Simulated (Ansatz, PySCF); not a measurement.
SnH₃, SMILES [SnH3], multiplicity 2. Atoms are numbered in the order given.

```xyz
4

Sn     0.0000     0.0000     0.1362
H      1.4018    -0.8093     0.7028
H      0.0000     1.6187     0.7028
H     -1.4018    -0.8093     0.7028
```
Charge 0, spin multiplicity 2.

Coordinates come from a PBE0-D3(BJ)/def2-TZVPD optimisation. The multiplicity is an assumed one; other spin states were not compared. The isomer is the one that the SMILES or the coordinates give; other isomers of the formula were not compared. The def2 effective core potentials stand for the cores of Sn; spin–orbit coupling is left out.

Two levels are set side by side: PBE-D3(BJ)/def2-TZVPD (Ansatz, a quantum-chemistry and plane-wave program) and PBE0-D3(BJ)/def2-TZVPD (Ansatz). Each level has its own optimised geometry; the coordinates shown are those of the second. Frequencies come from the Hessian of PySCF at each geometry. Differences are taken from unrounded values.

```csv
quantity,PBE0-D3(BJ)
mean bond length (Å),1.715
bond Sn1–H2 (Å),1.715
bond Sn1–H3 (Å),1.715
bond Sn1–H4 (Å),1.715
highest harmonic wavenumber (cm⁻¹),1910
mean harmonic wavenumber (cm⁻¹),1287
zero-point energy (kcal/mol),11.04
```

What does PBE-D3(BJ) give, and how far is it from PBE0-D3(BJ)? (An estimate is asked for; the answer gives what the named calculation found.)


```csv
quantity,PBE-D3(BJ),PBE-D3(BJ) minus PBE0-D3(BJ)
mean bond length (Å),1.732,0.017
bond Sn1–H2 (Å),1.732,0.017
bond Sn1–H3 (Å),1.732,0.017
bond Sn1–H4 (Å),1.732,0.017
highest harmonic wavenumber (cm⁻¹),1828,-82
mean harmonic wavenumber (cm⁻¹),1231,-57
zero-point energy (kcal/mol),10.56,-0.49
```

Exact exchange shortens and stiffens bonds; PBE has none. Differences between two approximate levels are no errors against the true value.
